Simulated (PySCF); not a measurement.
Radial density of Mo⁺ (molybdenum, charge +1)

wB97M-V, [Kr] 4d4 5s1, high-spin 6D determinant (an excited configuration). Computed with PySCF 2.14 in aug-cc-pVTZ-DK (9s8p6d3f2g, 102 functions), with the spin-free X2C one-electron Hamiltonian (Gaussian nucleus).

```
r (bohr)  4πr²ρ (e/bohr)  4πr²(ρα − ρβ)
  0.0307           51.32         0.0005
  0.0516           44.70        -0.0016
  0.0868           60.78         0.0434
   0.146           56.74         0.2230
   0.246           42.03         0.5139
   0.413           45.14         0.1897
   0.695           13.31         0.4217
    1.17           10.82         2.3448
    1.97           3.355         2.0059
    3.31          0.6705         0.6525
    5.56         0.04473         0.0447
    9.35       0.0002287         0.0002
```

Densities and radii are taken from the X2C orbitals without a picture-change correction, which distorts them close to the nucleus.
